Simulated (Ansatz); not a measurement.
CH8Si2, triplet, at the geometry of the source list (a higher spin typed on purpose: for a closed-shell molecule this is an excited state). Base run: CCSD(T)/STO-3G run with Ansatz (an electronic-structure program).

Ansatz was given this input:
Ansatz 0.2 input:
```yaml
crystal:
  periodic: [false, false, false]
  atoms:
    - {symbol: Si, position_ang: [1.44550000, 0.72650000, 0.01360000]}
    - {symbol: C, position_ang: [0.23090000, -0.72850000, -0.12920000]}
    - {symbol: Si, position_ang: [-1.59710000, -0.24800000, 0.07130000]}
    - {symbol: H, position_ang: [2.82320000, 0.25020000, -0.15520000]}
    - {symbol: H, position_ang: [1.15270000, 1.71520000, -1.02630000]}
    - {symbol: H, position_ang: [1.31490000, 1.34820000, 1.33300000]}
    - {symbol: H, position_ang: [0.48530000, -1.47850000, 0.62030000]}
    - {symbol: H, position_ang: [0.36710000, -1.21120000, -1.09740000]}
    - {symbol: H, position_ang: [-1.96900000, 0.71540000, -0.96690000]}
    - {symbol: H, position_ang: [-1.80660000, 0.34830000, 1.39230000]}
    - {symbol: H, position_ang: [-2.44690000, -1.43760000, -0.05530000]}
basis:
  gaussian:
    orbitals: STO-3G
magnetization: {spin_polarized: true, initial_magnetization: 2}
correlation: {method: ccsd_t}
```

Each row names what was changed in the base input (with any setting that the change needs).

```
change                       ΔE vs base (kcal/mol)  MP2 correlation (Eh)  CC correlation without the perturbative part (Eh)  basis functions  core-seconds (rough)
---------------------------  ---------------------  --------------------  -------------------------------------------------  ---------------  --------------------
base                                         0.000              -0.11802                                           -0.17447               31                     3
method = rpa                                 -1.56                     -                                                  -               31                   0.9
diis_vectors = 4                             0.000              -0.11802                                           -0.17447               31                     4
reference functional = pbe0                   2.66                     -                                           -0.19624               31                     4
method = ccsd                                 1.29              -0.11802                                           -0.17447               31                     4
method = bccd_t                              0.010              -0.11802                                           -0.17421               31                     4
accuracy = high                             -0.011              -0.11802                                           -0.17447               31                     6
method = mp2                                 36.72              -0.11802                                                  -               31                   0.8
method = bccd                                 1.45              -0.11802                                           -0.17421               31                     3
electrons = all                              -4.22              -0.12517                                           -0.18092               31                    20
```
